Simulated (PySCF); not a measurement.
PBE on Li (lithium, neutral), [He] 3d1, 2D determinant (an excited configuration). All numbers are calculated (PySCF 2.14, scalar relativity by spin-free X2C-1e, in dyall-av3z (15s9p3d, 57 functions)).

```
cycle= 1 E= -7.2940706987245  delta_E= -0.00143  |g|= 0.00874  |ddm|= 0.0725
cycle= 2 E= -7.29408384660297  delta_E= -1.31e-05  |g|= 0.00207  |ddm|= 0.0107
cycle= 3 E= -7.29408464066748  delta_E= -7.94e-07  |g|= 4.21e-05  |ddm|= 0.00189
cycle= 4 E= -7.2940846474943  delta_E= -6.83e-09  |g|= 5.17e-06  |ddm|= 0.000853
cycle= 5 E= -7.29408464761041  delta_E= -1.16e-10  |g|= 2.17e-08  |ddm|= 0.000127
converged SCF energy = -7.29408464761041  <S^2> = 0.75000011  2S+1 = 2.0000001
```

Highest occupied orbital energy: 0.476 eV; ⟨L²⟩ = 6.00; populations by l: s 2.00, p 0.00, d 1.00.

**Question.** Can this result be used?

**Answer.** Not for this state. The run converged. The outer electron is Rydberg-like, and this basis confines it to a smaller radius and binds it less than a complete one would. At PBE the highest occupied level has a positive energy, so only the finite basis holds that electron; for this excited configuration the basis is too tight for the outer shell.
